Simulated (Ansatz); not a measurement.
A nudged elastic band was laid between two geometries of AlH9Si3 (13 atoms, charge 0, multiplicity 1).

These are results of RKS B3LYP-D4/STO-3G (Ansatz), not measurements.

```json
{
  "movable images": "9",
  "climbing image": "yes",
  "spring": "5.0 eV/Å²",
  "optimiser": "quadratic models (default)",
  "start path": "through a guess of the saddle point",
  "force threshold": "0.05 eV/Å",
  "iteration limit": "60",
  "end points": "relaxed"
}
```

First end point:

```xyz
13
Properties=species:S:1:pos:R:3
Al -0.796 2.037 -0.994
Si 0.314 0.085 -0.522
Si 1.518 0.161 1.384
Si -1.079 -1.686 -0.398
H -0.839 2.579 -2.395
H -1.505 2.784 0.099
H 1.257 -0.243 -1.574
H 2.266 -1.054 1.613
H 0.670 0.362 2.537
H 2.469 1.250 1.370
H -1.819 -1.869 -1.627
H -2.057 -1.516 0.653
H -0.379 -2.924 -0.132
```

Last end point:

```xyz
13
Properties=species:S:1:pos:R:3
Al -0.802 2.045 -0.983
Si 0.317 0.101 -0.496
Si 1.497 0.152 1.425
Si -1.056 -1.690 -0.447
H -1.308 2.298 -2.375
H -1.058 3.072 0.084
H 1.277 -0.192 -1.544
H 2.227 -1.074 1.660
H 0.637 0.357 2.568
H 2.462 1.229 1.429
H -1.734 -1.874 -1.711
H -2.084 -1.537 0.558
H -0.355 -2.920 -0.153
```

Q: Which bonds break or form, and what moves?

A: No bond is made or broken.

Q: What energy profile does the band end with?

A: The forces met the threshold. The highest image is number 10 of 0 to 10, 0.005 eV above the first end and 0.000 eV above the last; the last end lies 0.005 eV above the first. The highest image is an end point: on this band no image between the ends rises above it. Limits of this set-up: minimal basis.

```tsv
image	path coordinate (Å)	energy (eV)
0	0.00	0.000
1	0.10	0.000
2	0.19	0.001
3	0.29	0.001
4	0.38	0.002
5	0.48	0.003
6	0.58	0.003
7	0.67	0.004
8	0.77	0.005
9	0.86	0.005
10	0.89	0.005
```

The band took 28 iterations and about 9 core-minutes.

The run took 9.4 min on 1 thread of Arm Neoverse V2, on a shared host, peak memory 0.23 GiB.
